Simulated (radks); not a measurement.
Problem. Radial electron density D(r) = 4 pi r^2 rho(r) of an atom or ion with 42 electrons. Calculated with a radial shooting solver on a logarithmic mesh with Libxc functionals: Dirac Kohn-Sham, PBE, spin-unpolarised, spherical densities, point nucleus.

r (bohr),D(r) (e/bohr)
0.002568,4.758
0.003014,6.205
0.003508,7.935
0.004117,10.20
0.004832,13.00
0.00567,16.39
0.006601,20.20
0.007746,24.81
0.00909,29.97
0.01067,35.49
0.01242,40.82
0.01457,46.11
0.0171,50.57
0.02007,53.66
0.02336,54.94
0.02742,54.38
0.03217,52.20
0.03776,49.28
0.04431,47.00
0.05158,46.81
0.06053,49.63
0.07104,55.31
0.08336,62.07
0.09705,66.76
0.1139,67.12
0.1336,61.87
0.1568,53.12
0.1826,45.67
0.2143,42.79
0.2514,45.76
0.2951,50.76
0.3435,52.00
0.4031,46.24
0.473,34.75
0.5551,22.74
0.6462,15.20
0.7584,12.42
0.89,12.63
1.044,12.67
1.226,11.04
1.427,8.330
1.674,5.386
1.965,3.117
2.306,1.664
2.684,0.8581
3.15,0.3843
3.697,0.1386
4.338,0.03772
5.05,0.03662
5.926,0.1007
6.955,0.1706
8.161,0.1868
9.501,0.1352
11.15,0.06267
13.08,0.01932
15.35,0.003749
17.88,0.0004891

What is the nuclear charge?

Solution. Z = 43. The innermost maximum, from 1s, lies near gamma/Z bohr with gamma = sqrt(1 - (Z/c)^2) = 0.949, here 0.0221 bohr (found: 0.0241), and its height grows with Z. The density is that of the technetium ion Tc+ in [Kr] 4d5 6p1; the configuration itself is not fixed sharply by these data, and Z only to a few units. D(r) has 5 maxima, at r = 0.0241, 0.106, 0.330, 0.980, 7.84 bohr, and minima at 0.0484, 0.213, 0.796, 4.70 bohr, inside which lie 2.05, 11.11, 29.22, 41.09 electrons.
